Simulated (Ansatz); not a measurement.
System: WCl4, net charge 0, triplet state. The spin state was set by rule; other spins were not relaxed. 
Geometry from a B3LYP-D3(BJ)/def2-TZVP (Ansatz, a program for electronic structure) optimisation:
SMILES: [Cl][W]([Cl])([Cl])[Cl]
```xyz
5

W      0.0000     0.0000     0.0000
Cl     1.7889    -0.5994    -1.2524
Cl     0.6760     0.4546     2.1128
Cl    -0.9659     1.8416    -0.8962
Cl    -1.4990    -1.6969     0.0358
```
Charge 0, spin multiplicity 3.

Property: atomisation energy (electronic, to ground-state atoms), in eV. Cores are frozen in the correlated levels unless marked. UHF or UKS for open shells. No spin-orbit coupling. Frozen are the shells of the preceding noble gas and the d and f shells that filled before the atom's block. In def2 rows, elements after Kr have scalar-relativistic effective core potentials. The coupled-cluster limit lacks core correlation, which all-electron functionals hold. Basis-set limits of correlation are two-point, X^-3; Hartree-Fock from the larger set. The bracket is a focal-point correction in the basis named.

| level | program | atomisation energy (eV) |
|---|---|---|
| revPBE-D4/def2-TZVPD | Ansatz + dftd4 | 17.44 |
| r2SCAN/def2-TZVPD | Ansatz | 17.61 |
| r2SCAN-D4/def2-TZVPD | Ansatz + dftd4 | 17.67 |
| PBE0/def2-SVP | Ansatz | 16.87 |

Q: What does RI-MP2/CBS(def2-TZVPP,def2-QZVPP)+[CCSD(T)-MP2]/def2-TZVPP (Ansatz) give?

A: 17.16 eV, so PBE0/def2-SVP differs from it by -0.29 eV.
